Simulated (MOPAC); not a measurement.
A run for MOPAC: PM3 on SiB+, 2S+1 = 3, a spin state set in the input, which need not be the lowest, a point of a bond scan (R = 1.948 Å). Charge +1.

```
PM3 1SCF PRECISE CHARGE=1 UHF MS=1 THREADS=1
BSi

B      0.00000000 1     0.00000000 1     0.00000000 1
Si     0.00000000 1     0.00000000 1     1.94793300 1
```

Program output:

```
*******************************************************************************
 **                                                                           **
 **                              MOPAC v23.2.5                                **
 **                                                                           **
 *******************************************************************************
 ** MOPAC's Digital Object Identifier: https://doi.org/10.5281/zenodo.6511958 **
 **                                                                           **
 ** Please cite the open-source release paper for use of this MOPAC version:  **
 ** J. E. Moussa and J. J. P. Stewart (2026)                                  **
 ** MOPAC: An open-source semiempirical molecular orbital program             **
 ** J. Open Source Softw., 11(119), 8025, https://doi.org/10.21105/joss.08025 **
 *******************************************************************************

                              PM3 CALCULATION RESULTS

 *******************************************************************************
 *  PM3        - The PM3 Hamiltonian to be used
 *  UHF        - UNRESTRICTED HARTREE-FOCK CALCULATION
 *
 *
 *
 *                 CHARGE ON SYSTEM = +1
 *
 *
 *
 *  MS=        - IN MECI, MAGNETIC COMPONENT OF SPIN =  1.0
 *  PRECISE    - TIGHTER CRITERIA TO BE USED
 *  1SCF       - DO 1 SCF AND THEN STOP
 *  THREADS=1  - MULTI-THREADING NOT USED
 *  T=         - A TIME OF 172800.0 SECONDS REQUESTED
 *  DUMP=N     - RESTART FILE WRITTEN EVERY 7200.0 SECONDS REQUESTED
 *******************************************************************************
PM3 1SCF PRECISE CHARGE=1 UHF MS=1 THREADS=1
 BSi

   ATOM   CHEMICAL          X               Y               Z
  NUMBER   SYMBOL      (ANGSTROMS)     (ANGSTROMS)     (ANGSTROMS)

     1       B          0.00000000  *   0.00000000  *   0.00000000  *
     2      Si          0.00000000  *   0.00000000  *   1.94793300  *



          CARTESIAN COORDINATES

    NO.       ATOM           X           Y           Z

     1         B          0.0000      0.0000      0.0000
     2        Si          0.0000      0.0000      1.9479

  B: (PM3): J. J. P. STEWART, J. MOL. MOD., 10, 155-164 (2004)
 Si: (PM3): J. J. P. STEWART, J. COMP. CHEM. 10, 209 (1989).

           Empirical Formula: B Si  =     2 atoms



      MOLECULAR POINT GROUP   :   C*v


          UHF CALCULATION, NO. OF ALPHA ELECTRONS =    4
                           NO. OF BETA  ELECTRONS =    2

 -------------------------------------------------------------------------------
 PM3 1SCF PRECISE CHARGE=1 UHF MS=1 THREADS=1
 BSi



     1SCF WAS SPECIFIED, SO BFGS WAS NOT USED
     SCF FIELD WAS ACHIEVED


                              PM3 CALCULATION
                                                       MOPAC v23.2.5 Linux




          FINAL HEAT OF FORMATION =        372.27666 KCAL/MOL =    1557.60554 KJ/MOL


          COSMO AREA              =         92.50 SQUARE ANGSTROMS
          COSMO VOLUME            =         80.23 CUBIC ANGSTROMS

          IONIZATION POTENTIAL    =         13.289547 EV
          ALPHA SOMO LUMO (EV)    =        -13.290 -8.323
          BETA  SOMO LUMO (EV)    =        -15.718 -7.581
          NO. OF ALPHA ELECTRONS  =          4
          NO. OF BETA  ELECTRONS  =          2
          MOLECULAR WEIGHT        =         38.8955         POINT GROUP:  C*v

          MOLECULAR DIMENSIONS (Angstroms)

            Atom       Atom       Distance
           Si     2    B     1     1.94793
           Si     2    B     1     0.00000
            B     1   Si     2     0.00000


          SCF CALCULATIONS        =          1





   ATOM   CHEMICAL          X               Y               Z
  NUMBER   SYMBOL      (ANGSTROMS)     (ANGSTROMS)     (ANGSTROMS)

     1       B          0.00000000  *   0.00000000  *   0.00000000  *
     2      Si          0.00000000  *   0.00000000  *   1.94793300  *

                             CARTESIAN COORDINATES

   1    B        0.000000000     0.000000000     0.000000000
   2   Si        0.000000000     0.000000000     1.947933000


           Empirical Formula: B Si  =     2 atoms



      MOLECULAR POINT GROUP   :   C*v


          ALPHA EIGENVALUES
 -28.23542 -16.46161 -13.28955 -13.28955  -8.32293  -5.31080  -5.31080  -4.17476


           BETA EIGENVALUES
 -28.02223 -15.71773  -7.58098  -6.33948  -6.33948  -4.01941  -3.41091  -3.41091


              NET ATOMIC CHARGES AND DIPOLE CONTRIBUTIONS

  ATOM NO.   TYPE          CHARGE      No. of ELECS.   s-Pop       p-Pop
    1          B           0.437086        2.5629     1.87575     0.68716
    2         Si           0.562914        3.4371     1.73357     1.70352
 DIPOLE           X         Y         Z       TOTAL
 POINT-CHG.     0.000     0.000    -1.489     1.489
 HYBRID         0.000     0.000     1.361     1.361
 SUM            0.000     0.000    -0.128     0.128


          ATOMIC ORBITAL ELECTRON POPULATIONS

     Atom    s        px        py        pz
    1  B   1.87575   0.23262   0.23262   0.22192
    2 Si   1.73357   0.76738   0.76738   0.16876


                    (SZ)    =    1.000000
                    (S**2)  =    2.098467


          ATOMIC ORBITAL SPIN POPULATIONS

    Atom   Total    s     px     py     pz
         Atomic
    1  B  0.3136 -0.044  0.233  0.233 -0.107
    2 Si  1.6864  0.157  0.767  0.767 -0.006

 **********************
 *                    *
 * JOB ENDED NORMALLY *
 *                    *
 **********************




 == MOPAC DONE ==
```

The run finished.

Cost: very roughly 0.020 core-seconds.
